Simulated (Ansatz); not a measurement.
C2H8SSi2, SMILES `S[SiH]1C[SiH2]C1`, relaxed with RKS PBE0-D4/def2-TZVP in the Gaussian-basis code of Ansatz from a PBE-D4/def2-SVP geometry. The force threshold is 0.005 eV/Å; the program also tests the step.

The species carries charge 0 and has multiplicity 1.

Start:

```xyz
13

S     1.146   -2.572   -0.613
Si    0.901   -0.479   -0.099
C    -0.259    0.584   -1.187
Si   -1.102    1.149    0.442
C    -0.240   -0.266    1.412
H     1.998   -2.330   -1.650
H     2.246    0.177    0.078
H     0.189    1.346   -1.853
H    -0.941   -0.057   -1.786
H    -2.608    1.121    0.446
H    -0.634    2.509    0.886
H    -0.919   -1.138    1.531
H     0.223   -0.046    2.393
```

```
        step  energy (eV)  largest force (eV/Å)  largest move (Å)
           1  -28785.1099                 0.589             0.000
           2  -28785.1656                 0.168             0.033
           3  -28785.1725                 0.034             0.019
           4  -28785.1725                 0.029             0.012
           5  -28785.1726                 0.022             0.012
6 (rejected)  -28785.1725                 0.037             0.013
           7  -28785.1727                 0.006             0.004
           8  -28785.1727                 0.015             0.002
           9  -28785.1727                 0.002             0.002
```

End:

```xyz
13

S     1.146   -2.538   -0.607
Si    0.881   -0.477   -0.095
C    -0.257    0.571   -1.176
Si   -1.083    1.131    0.435
C    -0.241   -0.265    1.402
H     1.971   -2.291   -1.639
H     2.207    0.176    0.077
H     0.193    1.322   -1.824
H    -0.932   -0.052   -1.769
H    -2.571    1.110    0.439
H    -0.618    2.475    0.872
H    -0.914   -1.119    1.523
H     0.219   -0.042    2.363
```

Run time 35 s (4 threads of an Arm Neoverse V2 on a shared host); peak host memory 0.7 GiB.
